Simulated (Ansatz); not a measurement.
Consider the isomerisation: `[CH3][SnH]1[CH2][O]1` → `[CH3][SnH2][CH]=O`.

Isolated molecules relaxed with PBE0-D4/def2-TZVP in Ansatz; ΔE leaves out vibrations. CCSD(T)/CBS is the MP2 limit (def2-TZVPP, def2-QZVPP) plus CCSD(T) − MP2 in def2-TZVPP, frozen cores. DFT in def2-TZVPP. B3LYP here is the variant with VWN-RPA as its local correlation; programs differ in this. Elements past krypton have def2 core potentials. For Sn outer-core shells are correlated without core-valence functions, which leaves a few kJ/mol of doubt a bond. Each species was taken in one conformer, which may not be the lowest.

(1) Is it downhill or uphill in electronic energy at CCSD(T)/CBS, and by how much? (An estimate is asked.)

(2) What do these levels give: ωB97X-V, ωB97M-V, B3LYP, SCS-MP2/def2-TZVPP, CCSD/def2-TZVPP, HF/CBS(def2)? (An estimate is asked.)

Largest T1 diagnostic among the species: 0.017.

## Answers

(1) Ansatz gave: Downhill: ΔE = -4.3 kcal/mol.

(2) The calculation gave: ωB97X-V -10.1, ωB97M-V -8.9, B3LYP -6.0, SCS-MP2/def2-TZVPP -6.2, CCSD/def2-TZVPP -9.8, HF/CBS(def2) -19.8 kcal/mol.

In def2-TZVPP, CCSD(T) changes the Hartree–Fock value by +13.4 kcal/mol (the triples alone add +2.9 kcal/mol) and MP2 by +17.1 kcal/mol. From PBE to PBE0 (25 % exact exchange), in def2-TZVPP and without D4, ΔE moves by −3.2 kcal/mol.
